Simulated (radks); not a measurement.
Spherical jellium clusters: N electrons in a uniform positive sphere of charge N and radius rs N^(1/3), rs = 4.47 bohr. Method: non-relativistic Kohn-Sham, PBEsol, spin-polarised, spherical densities; computed with a radial shooting solver with Libxc functionals. Levels are named by radial order and angular momentum (1s, 1p, 1d, 2s, ...), and open shells are averaged over m.

N = 2, configuration 1s2. This is the lowest configuration that the search found. Occupied and some empty levels:

level  occupation  eigenvalue (eV)  <r> (bohr)
1s              2          -2.9042       4.475
1p              0          -1.1910       6.334

Energy (eV): total -3.35640, kinetic 2.6140, external -22.405, Hartree 10.975, exchange-correlation -6.1360, background 11.596.
